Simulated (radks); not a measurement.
The numbers below are computed, except where a source is named.
Initial-state core-level shifts of the niobium ion Nb3+ when its valence configuration changes from [Kr] 4d2. Code: a radial shooting solver on a logarithmic mesh with Libxc functionals. Model: scalar-relativistic Kohn-Sham, SCAN, spin-polarised, spherical densities, finite nucleus; open shells are filled with parallel spins first (spin-orbit coupling, left out, can overturn this in heavy ions); meta-GGA in the generalised Kohn-Sham scheme; Fermi nuclear charge, rms radius 4.324 fm. Shifts are changes of the shell-averaged eigenvalues in eV (positive: less bound); the change of the density at the nucleus, which sets a Mossbauer isomer shift, is in e/bohr^3, on a base of 8.401e+04.

4d1 5p1: 1s -6.005; 2s -6.367; 3s -6.181; 4s -5.397; density at nucleus +4.390
4d1.5 5p0.5: 1s -3.001; 2s -3.177; 3s -3.090; 4s -2.721; density at nucleus +2.116
5p2: 1s -12.106; 2s -12.879; 3s -12.451; 4s -10.664; density at nucleus +9.568
4d1.5 5s0.5: 1s -2.460; 2s -2.639; 3s -2.546; 4s -2.184; density at nucleus +12.348
4d0.5 5s0.5 5p1: 1s -8.490; 2s -9.050; 3s -8.749; 4s -7.523; density at nucleus +16.969
4d0.5 5s1 5p0.5: 1s -7.932; 2s -8.491; 3s -8.187; 4s -6.986; density at nucleus +27.507
